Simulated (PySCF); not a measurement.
A structure optimised at B3LYP-D3(BJ)/def2-SVPD, used in a PySCF frequency run:

```
Sb
F 1 1.9421
F 1 1.9421 2 90.00
F 1 1.9421 2 90.00 3 -90.00
F 1 1.9421 2 90.00 3 90.00
F 1 1.9421 3 90.00 2 180.00
F 1 1.9421 2 90.00 3 180.00
```
Charge -1, spin multiplicity 1.

Task: Write its SMILES, formula and point group.

Result: [F][Sb-]([F])([F])([F])([F])[F], F6Sb, Oh

Task: What are its rotational constants (standard atomic weights)?

Result: 1.7631, 1.7631, 1.7631 GHz
